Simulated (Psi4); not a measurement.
C₂H₆ClGa (SMILES [CH3][Ga]([CH3])[Cl]), singlet, at a GFN2-xTB geometry (such geometries of metal compounds can be far from the true shape); M06-L/3-21G (Psi4 1.11).

Psi4 was given this input:
```
memory 2 GB

molecule {
0 1
Ga   -0.23882611    0.10083400   -0.14092768
C    -1.80146295   -1.21572828   -0.23393842
H    -1.48974737   -2.11234972   -0.77670352
H    -2.67761150   -0.79304802   -0.72665403
H    -2.07741138   -1.52198383    0.77883123
C    -0.06504875    2.00184560   -0.87573406
H     0.73235088    2.03166984   -1.62340480
H     0.21697965    2.67872738   -0.06457972
H    -0.98796556    2.36112255   -1.33204575
Cl    1.46388735   -0.61686449    0.86890290
}

set {
  basis 3-21g
}

energy('m06-l')
print_variables()
```

The log (banner, timings and long lists left out):

```
   => Loading Basis Set <=

    Name: 3-21G
    Role: ORBITAL
    Keyword: BASIS

         ---------------------------------------------------------
                                   SCF
               by Justin Turney, Rob Parrish, Andy Simmonett
                          and Daniel G. A. Smith
                              RKS Reference
         ---------------------------------------------------------

  ==> Geometry <==

    Molecular point group: c1
    Full point group: C1

    Geometry (in Angstrom), charge = 0, multiplicity = 1:

       Center              X                  Y                   Z               Mass
    ------------   -----------------  -----------------  -----------------  -----------------
         GA          -0.283610784610     0.119668849685    -0.167663919465    68.925573500000
         C           -1.846247624610    -1.196893430315    -0.260674659465    12.000000000000
         H           -1.534532044610    -2.093514870315    -0.803439759465     1.007825032230
         H           -2.722396174610    -0.774213170315    -0.753390269465     1.007825032230
         H           -2.122196054610    -1.503148980315     0.752094990535     1.007825032230
         C           -0.109833424610     2.020680449685    -0.902470299465    12.000000000000
         H            0.687566205390     2.050504689685    -1.650141039465     1.007825032230
         H            0.172194975390     2.697562229685    -0.091315959465     1.007825032230
         H           -1.032750234610     2.379957399685    -1.358781989465     1.007825032230
         CL           1.419102675390    -0.598029640315     0.842166660535    34.968852682000

  Running in c1 symmetry.

  Rotational constants: A =      0.14550  B =      0.10019  C =      0.06068 [cm^-1]
  Rotational constants: A =   4362.01233  B =   3003.73507  C =   1819.00292 [MHz]
  Nuclear repulsion =  340.705461966566702

  Charge       = 0
  Multiplicity = 1
  Electrons    = 66
  Nalpha       = 33
  Nbeta        = 33

  ==> Algorithm <==

  SCF Algorithm Type is DF.
  DIIS enabled.
  MOM disabled.
  Fractional occupation disabled.
  Guess Type is SAD.
  Energy threshold   = 1.00e-06
  Density threshold  = 1.00e-06
  Integral threshold = 1.00e-12

  ==> Primary Basis <==

  Basis Set: 3-21G
    Blend: 3-21G
    Number of shells: 39
    Number of basis functions: 66
    Number of Cartesian functions: 66
    Spherical Harmonics?: false
    Max angular momentum: 2

  ==> DFT Potential <==

   => LibXC <=

[...]
   @DF-RKS iter   3: -2452.79931136353480   -4.95467e-01   2.34432e-03 DIIS/ADIIS
   @DF-RKS iter   4: -2452.80655548122058   -7.24412e-03   1.41904e-03 DIIS/ADIIS
   @DF-RKS iter   5: -2452.81174951239882   -5.19403e-03   1.33099e-04 DIIS/ADIIS
   @DF-RKS iter   6: -2452.81179346608224   -4.39537e-05   4.21541e-05 DIIS
   @DF-RKS iter   7: -2452.81179788119516   -4.41511e-06   8.10630e-06 DIIS
   @DF-RKS iter   8: -2452.81179810906269   -2.27868e-07   7.52779e-07 DIIS
  Energy and wave function converged.

  ==> Post-Iterations <==

   Electrons on quadrature grid:
      Ntotal   =   65.9999930420 ; deviation = -6.958e-06

    Orbital Energies [Eh]
    ---------------------

    Doubly Occupied:

[...]
    Virtual:

[...]
    Final Occupation by Irrep:
              A
    DOCC [    33 ]
    NA   [    33 ]
    NB   [    33 ]

  @DF-RKS Final Energy: -2452.81179810906269

   => Energetics <=

    Nuclear Repulsion Energy =            340.7054619665667019
    One-Electron Energy =               -4092.1092028411176216
    Two-Electron Energy =                1414.8485367442206098
    DFT Exchange-Correlation Energy =    -116.2565939787328375
    Empirical Dispersion Energy =           0.0000000000000000
    VV10 Nonlocal Energy =                  0.0000000000000000
    Total Energy =                      -2452.8117981090626927

Computation Completed

Properties will be evaluated at   0.000000,   0.000000,   0.000000 [a0]

Properties computed using the SCF density matrix

 Multipole Moments:

 ------------------------------------------------------------------------------------
     Multipole            Electronic (a.u.)      Nuclear  (a.u.)        Total (a.u.)
 ------------------------------------------------------------------------------------

 L = 1.  Multiply by 2.5417464519 to convert [e a0] to [Debye]
 Dipole X            :          4.6389174           -5.5856307           -0.9467133
 Dipole Y            :         -1.9507567            2.3491183            0.3983616
 Dipole Z            :          2.7701968           -3.3345957           -0.5643989
 Magnitude           :                                                    1.1719659

 ------------------------------------------------------------------------------------

  Variable Map:
  ----------------------------------------------------------------------------
[...]
  Array Variable Map:
  ----------------------------------------------------------------------------
[...]
[...]
```
